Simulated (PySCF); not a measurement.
C3H8OSi, SMILES [SiH2](CC=O)C.

Coordinates come from a B3LYP-D3(BJ)/def2-SVP optimisation. The structure was generated by enumeration, and PubChem lists no compound with its InChIKey, so it may never have been made. Other conformers were not sampled.

These are ωB97X/def2-TZVP (PySCF) values and carry that method's errors.

Symmetry labels are those of the subgroup Cs that the program uses (full group Cs).

List the valence orbital energies around the gap with their symmetry. (An estimate is asked for; the answer gives what the named calculation found.)


```tsv
orbital	symmetry	energy (eV)
HOMO−7	A'	-14.98
HOMO−6	A"	-14.11
HOMO−5	A'	-13.98
HOMO−4	A"	-12.98
HOMO−3	A"	-11.69
HOMO−2	A'	-11.63
HOMO−1	A'	-11.50
HOMO	A'	-9.99
LUMO	A"	1.62
LUMO+1	A'	2.77
LUMO+2	A'	3.00
LUMO+3	A'	3.89
```
